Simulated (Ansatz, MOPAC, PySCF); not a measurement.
Noncovalent pair: N2 (SMILES N#N) (first 2 atoms) with CH2O (SMILES C=O); geometry from B3LYP-D3(BJ)/def2-TZVP, rigid monomers moved along the line of their centres of mass till N2···C3 is 4.46 Å.
(charge 0, multiplicity 1):
```tsv
atom	x (Å)	y (Å)	z (Å)
N	-0.3431	0.1055	-0.8559
N	0.2646	-0.0814	0.0303
C	0.5871	-0.2831	4.4728
O	-0.4586	-0.0144	4.9942
H	0.8559	-1.3199	4.1928
H	1.3442	0.4900	4.2394
```

Monomers are frozen at their geometry in the pair; levels with a basis set take the counterpoise correction. Rows marked so take none.

Correlated levels freeze the cores. CBS(a, b) extrapolates the correlation energy as X⁻³ and adds the Hartree–Fock energy of set b. Rows in 3-21G, 6-311+G**, 6-31G* carry no dispersion term and start afresh at each structure (6-31G* with six Cartesian d functions). The state that PM3 reach isn't checked.

Run with Ansatz (a quantum-chemistry and plane-wave program) with Gaussian orbitals; MOPAC for PM3 (differences of heats of formation); PySCF for 3-21G rows, 6-311+G** rows, 6-31G* rows, the dispersion terms. Each number belongs to the level named beside it.

| level | interaction energy (meV) |
|---|---|
| PM3 | -8.9 |
| HF/3-21G (no counterpoise) | -9.7 |
| r2SCAN-D4/def2-TZVPPD | -10.6 |
| B3LYP/6-311+G** (no counterpoise) | (withheld) |
| M06-2X/6-31G* (no counterpoise) | -9.9 |
| wB97X-V/def2-TZVPPD | -11.4 |
| CCSD/aug-cc-pVTZ | -10.7 |
| CCSD(T)/aug-cc-pVTZ | -11.5 |
| CCSD(T)/CBS(aug-cc-pVDZ, aug-cc-pVTZ) | -11.6 |

Problem. What belongs in the gaps?

Solution. 
- B3LYP/6-311+G** (no counterpoise), interaction energy (meV): -6.6
